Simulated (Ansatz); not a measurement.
`[SiH3]C1[SiH2][SiH2]1`. The species carries charge 0 and has multiplicity 1. Geometry: relaxed with PBE0-D4/def2-TZVP.

```xyz
12

Si    0.183   -1.553   -0.743
C     0.037    0.297   -0.713
Si    0.619    1.165    0.783
Si   -1.711    0.969   -0.120
H    -0.974   -2.175   -1.447
H     1.422   -1.990   -1.444
H     0.207   -2.066    0.652
H     0.355    0.773   -1.641
H     1.492    2.348    0.601
H     0.955    0.367    1.979
H    -1.808   -0.058    1.010
H    -0.778    1.924    1.083
```

(1) What is the dipole moment at B3LYP/def2-TZVPP? (Best estimate.)

(2) And with PBE, r2SCAN, ωB97M-V? (An estimate is asked.)

(3) Give the Mulliken charges with B3LYP, PBE, ωB97M-V in def2-TZVPP. (Estimate.)

Answers

(1) Ansatz gave: 1.71 D, with components (1.53, 0.72, 0.24) D in this frame, pointing from negative to positive charge.

(2) The calculation gave: PBE 1.63 D, r2SCAN 1.75 D, ωB97M-V 1.75 D.

(3) Computed: 
```
atom  B3LYP    PBE  ωB97M-V
 Si1   0.24   0.17     0.17
  C2  -0.26  -0.18    -0.40
 Si3   0.28   0.20     0.22
 Si4   0.04  -0.02     0.00
  H5  -0.07  -0.05    -0.03
  H6  -0.07  -0.06    -0.03
  H7  -0.06  -0.05    -0.02
  H8   0.11   0.11     0.14
  H9  -0.04  -0.03     0.00
 H10  -0.03  -0.02     0.01
 H11  -0.08  -0.05    -0.04
 H12  -0.07  -0.02    -0.02
```

B3LYP here is the variant with VWN-RPA as its local correlation; programs differ in this.
